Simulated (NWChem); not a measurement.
# C4H4F2; SMILES C1=C([C@H](F)C1)F

```xyz
10

F      0.7801     1.8196    -0.0285
C     -0.0082     0.7468    -0.0026
C     -1.3000     0.5386    -0.2702
C     -1.1923    -0.9492     0.0553
C      0.2949    -0.6531     0.4508
F      1.2531    -1.3447    -0.2674
H     -2.1307     1.1718    -0.5576
H     -1.2552    -1.6239    -0.8041
H     -1.8300    -1.3207     0.8660
H      0.5217    -0.7723     1.5164
```
Atoms are numbered in this order, from 1.

Level: B3LYP/6-31G* (spherical d) (NWChem), optimised geometry, unscaled harmonic frequencies. B3LYP is NWChem's, with the RPA form of VWN correlation.

### Question
List the harmonic frequencies with IR intensities, and the thermochemistry.

### Answer
```
frequency (cm⁻¹)  IR intensity (km/mol)
----------------  ---------------------
192                                 0.5
230                                 0.3
363                                 3.5
461                                 2.4
633                                 9.9
676                                13.4
823                                14.7
872                                34.5
937                                26.5
947                                11.8
1051                                4.1
1102                               42.8
1160                               59.6
1193                               16.3
1230                                4.8
1263                               20.1
1341                               75.0
1408                               82.3
1518                                2.2
1744                              116.8
3064                               34.9
3084                               38.5
3121                               24.8
3257                                4.2
```

| Item | Value |
|---|---|
| zero-point energy | 45.3 kcal/mol |
| thermal correction to the enthalpy at 298.15 K (with zero-point energy) | 49.1 kcal/mol |
| heat capacity Cv | 18.1 cal/(mol K) |
| entropy at 298.15 K and 1 atm (symmetry number 1) | 73.4 cal/(mol K) |
| dipole moment | 2.06 D |

Rigid rotor and harmonic oscillator.
